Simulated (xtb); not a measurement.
triethylamine (C6H15N), singlet, geometry from GFN2-xTB; xtb with GFN1-xTB.

Here is a job for xtb.
```
$ xtb mol.xyz --gfn 1 --ohess --json

# file mol.xyz
22

C     -1.65734729     1.96293200    -0.08726551
C     -0.58248885     1.15358805    -0.80450976
N      0.23592547     0.36494374     0.10301469
C     -0.50408012    -0.59603970     0.90204749
C     -1.19431138    -1.73832383     0.14501123
C      1.39296132    -0.18535539    -0.58531764
C      2.41612174    -0.79803091     0.36471871
H     -1.22489425     2.47232377     0.76976579
H     -2.06324031     2.70711693    -0.76848101
H     -2.47666120     1.33453075     0.25169408
H     -1.04989212     0.53526331    -1.59167111
H      0.09442522     1.85333510    -1.30480418
H      0.19226591    -1.01977462     1.62811825
H     -1.25382218    -0.03962832     1.46766311
H     -0.47019606    -2.34008150    -0.39900618
H     -1.92648327    -1.35302233    -0.56059299
H     -1.70911395    -2.38175945     0.85417407
H      1.10990088    -0.92862616    -1.35202467
H      1.86994548     0.64990246    -1.10779590
H      2.08029684    -1.75413693     0.75732531
H      3.35000295    -0.96193364    -0.16783802
H      2.60085512    -0.12073685     1.19426353
```

It wrote (shortened):

```
   ID    Z sym.   atoms
    1    6 C      1, 2, 4-7
    2    7 N      3
    3    1 H      8-22

           -------------------------------------------------
          |                Calculation Setup                |
           -------------------------------------------------

           -------------------------------------------------
          |                 G F N 1 - x T B                 |
           -------------------------------------------------

          ...................................................
          :                      SETUP                      :
          :.................................................:
          :  # basis functions                  58          :
          :  # atomic orbitals                  58          :
          :  # shells                           44          :
          :  # electrons                        44          :
          :  # halogen bonds                     0          :
          :  max. iterations                   250          :
          :  Hamiltonian                  GFN1-xTB          :
          :  restarted?                      false          :
          :  GBSA solvation                  false          :
          :  PC potential                    false          :
          :  electronic temp.          300.0000000     K    :
          :  accuracy                    1.0000000          :
          :  -> integral cutoff          0.2500000E+02      :
          :  -> integral neglect         0.1000000E-07      :
          :  -> SCF convergence          0.1000000E-05 Eh   :
          :  -> wf. convergence          0.2000000E-04 e    :
          :  Broyden damping             0.4000000          :
          :  net charge                          0          :
          :  unpaired electrons                  0          :
          ...................................................

 iter      E             dE          RMSdq      gap      omega  full diag
   1    -24.2364456 -0.242364E+02  0.757E+00    5.85       0.0  T
   2    -24.2748101 -0.383645E-01  0.461E+00    6.47       1.0  T
   3    -24.2755811 -0.770994E-03  0.527E-01    6.65       1.0  T
   4    -24.2770561 -0.147502E-02  0.525E-02    6.57       1.0  T
   5    -24.2770768 -0.206330E-04  0.100E-02    6.58       2.1  T
   6    -24.2770776 -0.865427E-06  0.776E-04    6.57      27.5  T
   7    -24.2770776 -0.539534E-08  0.745E-05    6.57     286.2  T
   8    -24.2770776 -0.707310E-10  0.318E-05    6.57     671.2  T

   *** convergence criteria satisfied after 8 iterations ***

         :::::::::::::::::::::::::::::::::::::::::::::::::::::
         ::                     SUMMARY                     ::
         :::::::::::::::::::::::::::::::::::::::::::::::::::::
         :: total energy             -23.971101483162 Eh    ::
         :: gradient norm              0.022596420549 Eh/a0 ::
         :: HOMO-LUMO gap              6.572356151870 eV    ::
         ::.................................................::
         :: SCC energy               -24.277077642465 Eh    ::
         :: -> electrostatic           0.015578478302 Eh    ::
         :: repulsion energy           0.315019240798 Eh    ::
         :: dispersion energy         -0.009043081495 Eh    ::
         :: halogen bond corr.         0.000000000000 Eh    ::
         :: add. restraining           0.000000000000 Eh    ::
         :: total charge              -0.000000000000 e     ::
         :::::::::::::::::::::::::::::::::::::::::::::::::::::

      -----------------------------------------------------------
     |                   =====================                   |
     |                        A N C O P T                        |
     |                   =====================                   |
     |               Approximate Normal Coordinate               |
     |                Rational Function Optimizer                |
      -----------------------------------------------------------
[...]
 * total energy  :   -23.9711015 Eh     change       -0.4000356E-11 Eh
 * total energy  :   -23.9717746 Eh     change       -0.6731274E-03 Eh
 * total energy  :   -23.9719693 Eh     change       -0.1946905E-03 Eh
 * total energy  :   -23.9720020 Eh     change       -0.3274627E-04 Eh
 * total energy  :   -23.9720175 Eh     change       -0.1544468E-04 Eh
 * total energy  :   -23.9720276 Eh     change       -0.1010917E-04 Eh
 * total energy  :   -23.9720385 Eh     change       -0.1092805E-04 Eh
 * total energy  :   -23.9720475 Eh     change       -0.9003112E-05 Eh
 * total energy  :   -23.9720552 Eh     change       -0.7651887E-05 Eh
 * total energy  :   -23.9720619 Eh     change       -0.6757927E-05 Eh
 * total energy  :   -23.9720677 Eh     change       -0.5800689E-05 Eh
 * total energy  :   -23.9720725 Eh     change       -0.4744155E-05 Eh
   *** GEOMETRY OPTIMIZATION CONVERGED AFTER 12 ITERATIONS ***
         :: total energy             -23.972072486944 Eh    ::
[...]
          |             Thermodynamic Functions             |
           -------------------------------------------------

cs  symmetry found (for desy threshold:  0.10E+00) used in thermo
 inverting freq            1   9.7295409251487381

          ...................................................
          :                      SETUP                      :
          :.................................................:
          :  # frequencies                          60      :
          :  # imaginary freq.                       0      :
          :  linear?                             false      :
          :  only rotor calc.                    false      :
          :  symmetry                               cs      :
          :  rotational number                       1      :
          :  scaling factor                  1.0000000      :
          :  rotor cutoff                   50.0000000 cm⁻¹ :
          :  imag. cutoff                  -20.0000000 cm⁻¹ :
          :.................................................:

    mode    ω/cm⁻¹     T·S(HO)/kcal·mol⁻¹    T·S(FR)/kcal·mol⁻¹   T·S(vib)
   ------------------------------------------------------------------------
       1      9.73    -2.40473 (  0.14%)    -1.53950 ( 99.86%)    -1.54074
       2     53.29    -1.39870 ( 56.34%)    -1.03730 ( 43.66%)    -1.24093
       3    104.37    -1.00507 ( 95.00%)    -0.83836 (  5.00%)    -0.99673
       4    180.05    -0.69406 ( 99.41%)    -0.67690 (  0.59%)    -0.69396
       5    189.54    -0.66557 ( 99.52%)    -0.66169 (  0.48%)    -0.66555
       6    239.49    -0.53865 ( 99.81%)    -0.59241 (  0.19%)    -0.53875
       7    239.74    -0.53810 ( 99.81%)    -0.59210 (  0.19%)    -0.53820
       8    290.23    -0.43906 ( 99.91%)    -0.53550 (  0.09%)    -0.43915
   ------------------------------------------------------------------------

   temp. (K)  partition function   enthalpy   heat capacity  entropy
                                   cal/mol     cal/K/mol   cal/K/mol   J/K/mol
 298.15  VIB  0.413E+04             4393.115     26.991     27.829
         ROT  0.298E+06              888.752      2.981     28.027
         INT  0.123E+10             5281.867     29.972     55.856
         TR   0.985E+27             1481.254      4.968     39.735
         TOT                        6763.1212    34.9404    95.5912   399.9538

       T/K    H(0)-H(T)+PV         H(T)/Eh          T*S/Eh         G(T)/Eh
   ------------------------------------------------------------------------
    298.15    0.107777E-01    0.213402E+00    0.454185E-01    0.167984E+00
   ------------------------------------------------------------------------

         :::::::::::::::::::::::::::::::::::::::::::::::::::::
         ::                  THERMODYNAMIC                  ::
         :::::::::::::::::::::::::::::::::::::::::::::::::::::
         :: total free energy         -23.804088606101 Eh   ::
         ::.................................................::
         :: total energy              -23.972072486944 Eh   ::
         :: zero point energy           0.202624645139 Eh   ::
         :: G(RRHO) w/o ZPVE           -0.034640764296 Eh   ::
         :: G(RRHO) contrib.            0.167983880843 Eh   ::
         :::::::::::::::::::::::::::::::::::::::::::::::::::::
imag cut-off (cm-1) :    5.00
 found            1  significant imaginary frequency
 writing imag mode distorted coords to xtbhess.xyz
 for further optimization.

optimized geometry written to: xtbopt.xyz

           -------------------------------------------------
          | TOTAL ENERGY              -23.972072486944 Eh   |
          | TOTAL ENTHALPY            -23.758670122083 Eh   |
          | TOTAL FREE ENERGY         -23.804088606101 Eh   |
          | GRADIENT NORM               0.000208502495 Eh/α |
          | HOMO-LUMO GAP               6.659991542093 eV   |
           -------------------------------------------------

normal termination of xtb
```
